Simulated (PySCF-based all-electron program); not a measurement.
# Forces on C₂H₃Bi, singlet in several shapes

Calculated with an in-house all-electron program built on PySCF, in large uncontracted Gaussian sets near the basis limit; Koelling–Harmon scalar relativity, no spin–orbit coupling, spin-restricted. Forces are good to about 0.002 eV/Å. Atoms are numbered as listed.

Shape A:

```json
{"atom": "Bi", "x (Å)": "0.0000", "y (Å)": "0.0000", "z (Å)": "0.0000"}
{"atom": "C", "x (Å)": "0.0000", "y (Å)": "0.0000", "z (Å)": "2.2000"}
{"atom": "H", "x (Å)": "1.8189", "y (Å)": "0.0000", "z (Å)": "-0.0635"}
{"atom": "H", "x (Å)": "-0.0317", "y (Å)": "-1.8186", "z (Å)": "-0.0635"}
{"atom": "C", "x (Å)": "-0.0641", "y (Å)": "0.0000", "z (Å)": "3.4233"}
{"atom": "H", "x (Å)": "-0.1014", "y (Å)": "0.0000", "z (Å)": "4.4927"}
```

PBE forces:

```tsv
atom	Fx	Fy	Fz (eV/Å)
Bi1	0.034	-0.013	0.014
C2	-0.017	-0.081	0.767
H3	-0.081	-0.037	-0.009
H4	0.041	0.079	-0.003
C5	0.035	0.046	-0.827
H6	-0.012	0.006	0.057
```

Shape B:

```xyz
6

Bi    0.0000    0.0000    0.0000
C     0.0000    0.0000    1.9800
H     1.8189    0.0000   -0.0635
H    -0.0317   -1.8186   -0.0635
C    -0.0641    0.0000    3.2033
H    -0.1014    0.0000    4.2727
```

Against shape A, Bi1–C2 goes from 2.200 to 1.980 Å.

(1) What forces does PBE give in shape B?

Shape C:

```tsv
atom	x (Å)	y (Å)	z (Å)
Bi	0.0000	0.0000	0.0000
C	0.0000	0.0000	1.7600
H	1.8189	0.0000	-0.0635
H	-0.0317	-1.8186	-0.0635
C	-0.0641	0.0000	2.9833
H	-0.1014	0.0000	4.0527
```

Against shape A, Bi1–C2 goes from 2.200 to 1.760 Å.

(2) What forces does PBE give in shape C?

Results:

(1) 

| atom | Fx | Fy | Fz (eV/Å) |
| --- | --- | --- | --- |
| Bi1 | 0.038 | -0.010 | -4.416 |
| C2 | -0.025 | -0.089 | 5.259 |
| H3 | -0.044 | -0.029 | -0.067 |
| H4 | 0.033 | 0.043 | -0.059 |
| C5 | 0.018 | 0.076 | -0.781 |
| H6 | -0.020 | 0.010 | 0.063 |

(2) 

| atom | Fx | Fy | Fz (eV/Å) |
| --- | --- | --- | --- |
| Bi1 | 0.060 | -0.024 | -14.625 |
| C2 | -0.059 | -0.073 | 15.500 |
| H3 | 0.025 | -0.018 | -0.179 |
| H4 | 0.023 | -0.025 | -0.170 |
| C5 | -0.018 | 0.125 | -0.600 |
| H6 | -0.031 | 0.015 | 0.073 |
